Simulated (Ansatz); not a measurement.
A structure relaxed at PBE0-D4/def2-TZVP, charge 0, multiplicity 1:

Cartesian coordinates in Å:
```
O 1.1709 0.0817 2.3829
C 0.4666 -0.4372 1.5439
B 0.2719 0.3507 0.1335
O 0.9520 1.5036 0.1011
Si -0.8470 -0.2793 -1.4301
H -0.0087 -1.4141 1.7717
H 1.4224 1.6158 0.9484
H -2.2430 -0.5329 -0.9715
H -0.3088 -1.5791 -1.9251
H -0.8764 0.6908 -2.5546
```

**Question.** Give its formula and SMILES.

**Answer.** CH5BO2Si, `O=CB(O)[SiH3]`.

**Question.** Point group (tolerance 0.08 Å, 0.16 Å for H)?

**Answer.** Cs.

**Question.** Summarise the bond lengths by kind.

**Answer.** 1 × C–O 1.212 Å; 1 × B–C 1.627 Å; 1 × C–H 1.110 Å; 1 × B–O 1.339 Å; 1 × B–Si 2.023 Å; 1 × H–O 0.976 Å; 3 × H–Si 1.485 to 1.491 Å.

Program: Ansatz 0.2.0.
